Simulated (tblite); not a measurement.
C4H7FNS (doublet state).
Z-matrix (Å and degrees, GFN2-xTB geometry), rows numbered from 1:
```
C 
C   1  1.4920
C   2  1.4940  1  118.69
F   3  1.3715  2  111.79  1   -24.73
C   2  1.3813  1  121.61  3   177.29
N   5  1.3639  2  121.48  1    -0.03
S   5  1.7051  2  121.20  1  -175.78
H   1  1.0859  2  110.44  3    -4.59
H   1  1.0925  2  110.82  3   115.03
H   1  1.0909  2  110.65  3  -125.48
H   3  1.1000  2  110.98  1    93.79
H   3  1.0953  2  111.47  1  -145.04
H   6  1.0055  5  119.67  2    21.82
H   6  1.0064  5  116.42  2   172.33
```

Level: GFN2-xTB in tblite, geometry and Hessian alike; calculated harmonic values, unscaled, isolated species. Against measured fundamentals such values can be off by several per cent, at times by over 20. One conformer, not necessarily the lowest. Open shells enter through the occupations alone, without spin polarisation, and single modes of such species can be off by tens of per cent.

Harmonic wavenumbers (cm⁻¹): 43.3, 80.2, 126.7, 175.6, 260.7, 298.9, 314.7, 348.1, 422.1, 453.1, 479.6, 526.2, 711.5, 861.1, 903.0, 998.9, 1010.5, 1046.5, 1112.6, 1177.8, 1239.6, 1267.1, 1304.1, 1393.2, 1412.5, 1441.9, 1459.2, 1478.9, 1502.0, 2872.6, 2938.5, 2962.7, 2989.8, 3064.6, 3466.1, 3527.8.

A = 3193, B = 1527, C = 1055 MHz; mass 120.028 u (most abundant isotopes); point group C1, symmetry number 1; spin multiplicity 2.

Question: What is the zero-point energy?

Answer: Half the sum of the wavenumbers: 22836 cm⁻¹ = 273.18 kJ/mol.

Question: Entropy at 350 K, 1 bar (ideal gas, RRHO, classical rotation)?

Answer: Translation 171.90, rotation 121.35, vibration 118.03, spin (R ln 2) 5.76: S = 417.0 J/(mol K).

Question: And Cp and H(350 K) − H(0)?

Answer: Cp = 148.68 J/(mol K), of which vibrations give 115.43 (their classical limit is 36 R = 299.3); H(350 K) − H(0) = 33.02 kJ/mol without the zero-point energy, 21.38 from vibrations.

Question: Which modes carry the vibrational entropy at 350 K?

Answer: 43.3 cm⁻¹: 22.68; 80.2 cm⁻¹: 17.58; 126.7 cm⁻¹: 13.83; 175.6 cm⁻¹: 11.20; 260.7 cm⁻¹: 8.13; 298.9 cm⁻¹: 7.11 J/(mol K); the other 30 give 37.51 together.

Question: Blend soft modes into free rotors: weight 1/[1 + (100 cm⁻¹/ν̃)⁴] for the oscillator and the rest for a rotor with moment μB/(μ + B), μ = h/(8π²ν), B = 10⁻⁴⁴ kg m². What vibrational entropy results?

Answer: 108.16 J/(mol K) in place of 118.03, which changes −T·S at 350 K by +3.45 kJ/mol.

Question: How do the functions run with temperature in this model?

Answer: 
| T (K) | S (J/(mol K)) | Cp (J/(mol K)) | H − H(0) (kJ/mol) | G − H(0) (kJ/mol) | ln q(vib) |
| --- | --- | --- | --- | --- | --- |
| 150 | 319.1 | 89.0 | 9.06 | -38.80 | 2.54 |
| 250 | 372.0 | 120.1 | 19.56 | -73.45 | 4.72 |
| 298.15 | 394.4 | 134.1 | 25.68 | -91.91 | 5.75 |
| 400 | 437.8 | 162.0 | 40.79 | -134.33 | 7.89 |
| 600 | 512.1 | 204.9 | 77.75 | -229.53 | 11.89 |
| 900 | 603.6 | 245.8 | 145.88 | -397.40 | 17.37 |

q(vib) and H(0) count from the zero-point level.

Question: What must be added to the electronic energy to get the Gibbs energy at 350 K and 1 bar?

Answer: ZPE + [H(350 K) − H(0)] − T·S = 273.18 + 33.02 − 145.97 = 160.23 kJ/mol.

Hindered rotation and anharmonicity are outside this model. Other conformers, if any are populated, would add a mixing term that is left out. The structure is chiral; the term R ln 2 for an equal mix with its mirror image is left out.
